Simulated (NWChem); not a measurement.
System: CH3FOSi; SMILES O=C[SiH2]F

NWChem input:

```
start job
memory heap 200 mb stack 900 mb global 1100 mb
geometry units angstroms noautosym nocenter noautoz
  O      0.082210    -2.084672     0.000000
  C     -0.536131    -1.048166     0.000000
  Si     0.467378     0.590384     0.000000
  F     -0.551820     1.858104     0.000000
  H     -1.661612    -1.051428     0.000000
  H      1.300734     0.636561    -1.230675
  H      1.300734     0.636561     1.230675
end
basis spherical
  * library def2-tzvp
end
dft
  xc xcamb88 1.00 lyp 0.81 vwn_5 0.19 hfexch 1.00
  cam 0.33 cam_alpha 0.19 cam_beta 0.46
  iterations 150
end
property
  efieldgrad
end
task dft property
```

All runs use the structure optimised with PBE0/def2-SVP.

Vzz is the largest principal value of the second derivative of the potential at the nucleus (NWChem prints the opposite sign); η is the asymmetry. Non-relativistic.

Atoms are numbered as in the input.

Problem. What results follow from this input? (CAM-B3LYP/def2-TZVP.) Quantities: Vzz O1 (a.u.); η O1.

Solution. 
| Item | Result |
|---|---|
| Vzz O1 (a.u.) | -2.092 |
| η O1 | 0.72 |
